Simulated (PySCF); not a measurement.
C3H2F3, SMILES F/C=C/[C](F)F, multiplicity 2. Atoms are numbered in the order given.

```xyz
8

F     -0.1979     2.6475     0.0000
C      0.3401     1.4241     0.0000
C     -0.4985     0.3168     0.0000
C     -0.0610    -0.9833     0.0000
F     -0.8541    -2.0346     0.0000
F      1.2147    -1.3274     0.0000
H      1.4322     1.4094     0.0000
H     -1.5801     0.4747     0.0000
```
Charge 0, spin multiplicity 2.

Geometry: r2SCAN-D4/def2-SVP. The isomer is the one that the SMILES or the coordinates give; other isomers of the formula were not compared. The values are those of a single conformer.

Calculation: PBE/def2-TZVP in PySCF.

ESP charges are fitted to the potential on shells at 1.4 to 2.0 van der Waals radii. Atomic charges (e):

```json
[
 {"atom": "F1", "Löwdin": "___", "ESP fit": "-0.11", "Mulliken spin": "0.05"},
 {"atom": "C2", "Löwdin": "___", "ESP fit": "0.02", "Mulliken spin": "0.60"},
 {"atom": "C3", "Löwdin": "___", "ESP fit": "-0.41", "Mulliken spin": "-0.15"},
 {"atom": "C4", "Löwdin": "-0.47", "ESP fit": "0.35", "Mulliken spin": "0.45"},
 {"atom": "F5", "Löwdin": "0.25", "ESP fit": "-0.13", "Mulliken spin": "0.04"},
 {"atom": "F6", "Löwdin": "0.25", "ESP fit": "-0.11", "Mulliken spin": "0.03"},
 {"atom": "H7", "Löwdin": "0.12", "ESP fit": "0.14", "Mulliken spin": "-0.03"},
 {"atom": "H8", "Löwdin": "0.17", "ESP fit": "0.24", "Mulliken spin": "0.00"}
]
```

Task: Some entries are withheld; supply them. (An estimate is asked for; the answer gives what the named calculation found.)

Result: 
- F1, Löwdin: 0.19
- C2, Löwdin: -0.28
- C3, Löwdin: -0.23

Task: Give the Mayer and Wiberg (Löwdin basis) orders of the bonds. (Estimate from the structure and the level; the computed values follow.)

Result: 
```json
[
 {"bond": "F1–C2", "Mayer": "1.10", "Wiberg": "1.81"},
 {"bond": "C2–C3", "Mayer": "1.37", "Wiberg": "1.70"},
 {"bond": "C3–C4", "Mayer": "1.48", "Wiberg": "1.70"},
 {"bond": "C4–F5", "Mayer": "1.17", "Wiberg": "1.85"},
 {"bond": "C4–F6", "Mayer": "1.18", "Wiberg": "1.83"},
 {"bond": "C2–H7", "Mayer": "0.97", "Wiberg": "0.89"},
 {"bond": "C3–H8", "Mayer": "0.92", "Wiberg": "0.80"}
]
```
